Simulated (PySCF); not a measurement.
## How methods differ on the excitation energy of As

As [Ar] 3d10 4s2 4p3 (4S) → As [Ar] 3d10 4s2 4p2 5s1 (4P), as a difference of total energies. Computed with PySCF 2.14 in x2c-TZVPPall with one added diffuse shell each of s, p, d type (7s6p5d1f, 57 functions), with the spin-free X2C one-electron Hamiltonian (Gaussian nucleus). Correlated levels: valence: [Ar] 3d10 frozen; valence and next inner shell: [Ne] frozen. The calculations carry no spin-orbit coupling.

```csv
method,excitation energy (eV),error (eV)
UHF,6.623,+0.163
LDA,6.552,+0.092
PBE,6.514,+0.054
PBE0,6.663,+0.203
r2SCAN,6.912,+0.452
PBEsol,6.558,+0.098
BHandHLYP,6.672,+0.212
HSE06,6.619,+0.159
wB97X,6.814,+0.354
MP2 (valence),6.792,+0.332
SCS-MP2 (valence),6.743,+0.283
MP2 (valence and next inner shell),6.849,+0.389
SCS-MP2 (valence and next inner shell),6.777,+0.317
```

Reference: 6.460 eV (measured; NIST levels, between the centres of gravity of the two terms).

Errors of the correlated levels include the incompleteness of this basis and the frozen core.

The promoted electron is Rydberg-like, and one or two diffuse shells describe it only roughly, which tends to raise the upper state.
